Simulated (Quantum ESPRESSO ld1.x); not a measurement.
Nb+, configuration [Kr] 4d4. All-electron calculation, scalar-relativistic Kohn-Sham, PBEsol, spin-unpolarised, spherical densities, point nucleus. Program: ld1.x of Quantum ESPRESSO 7.5. Some entries of the table are withheld. Estimate them.

| orbital | occ. | eigenvalue (hartree) | r(max) (bohr) | <r> (bohr) |
|---|---|---|---|---|
| 1s | 2 | -690.994 | (1) | (2) |
| 2s | 2 | -96.8575 | 0.1333 | 0.1581 |
| 2p | 6 | -86.5286 | 0.1065 | 0.1378 |
| 3s | 2 | -16.3444 | 0.3958 | 0.4436 |
| 3p | 6 | -12.9688 | 0.3895 | (3) |
| 3d | 10 | -7.44597 | 0.3343 | 0.4332 |
| 4s | 2 | -2.37954 | 1.031 | (4) |
| 4p | 6 | -1.50414 | 1.124 | 1.305 |
| 5s | 0 | (5) | 2.910 | 3.374 |
| 4d | 4 | -0.34196 | 1.495 | 2.056 |
| 5p | 0 | -0.20801 | (6) | 4.324 |

Answer. 
(1) 1s r(max) (bohr): 0.02350
(2) 1s <r> (bohr): 0.03611
(3) 3p <r> (bohr): 0.4461
(4) 4s <r> (bohr): 1.160
(5) 5s eigenvalue (hartree): -0.34508
(6) 5p r(max) (bohr): 3.667
